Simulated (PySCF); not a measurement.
An unknown shows these calculated signals:

1H NMR (600 MHz, computed): δ 5.27 (q, 1H), 4.83 (t, 2H), 4.25 (d, 3H), 4.23 (s, 3H), 3.17 (t, 2H).

13C{1H} NMR (computed): δ 173.1 (C), 111.0 (CH), 28.3 (CH2).

- GFN2-xTB geometry
- GIAO PBE0/pcSseg-1 shieldings
- code: PySCF 2.14.0 with density-fitted response routines
- one conformer, one averaged value for each set of equivalent atoms, non-relativistic Hamiltonian, no solvent

Shifts are taken against calculated references (same method and geometry level): TMS for 1H, 13C.

Which of these does the molecule contain: a heteroaromatic ring, a Si–H bond, a ketone, a non-aromatic C=C double bond, a C≡C triple bond?

## Answers


- A heteroaromatic ring: no.
- A Si–H bond: yes (δH 4.25 (d)).
- A ketone: no.
- A non-aromatic C=C double bond: yes.
- A C≡C triple bond: no.

The data belong to `[SiH2](O/C(=C/[SiH3])[SiH3])CCl`, C$_{3}$H$_{11}$ClOSi$_{3}$; they needn't prove each group on their own.

Carbon signals by region: 1 in the far downfield region (above 160 ppm), 1 in the sp2 and nitrile region (100–160 ppm), 1 below 50 ppm. Above 160 ppm: 173.1, alkene carbon bearing oxygen.

Carbons that carry Cl, above all several Cl atoms, come out too deshielded, partly because spin–orbit coupling is missing. Shifts are as computed. Against solution values, carbons near 30 ppm lie about +3 ppm off and those near 130 ppm about +5 ppm; carbons on Cl a further +6 ppm. Of 1309 compounds with measured shifts, 239 miss one by over three times the rms of a fit or turn the order of signals round; such compounds aren't used in these exercises. Multiplicities follow the n + 1 count of equivalent neighbours, as no J values were calculated; m marks all less simple cases, F and P coupling included.
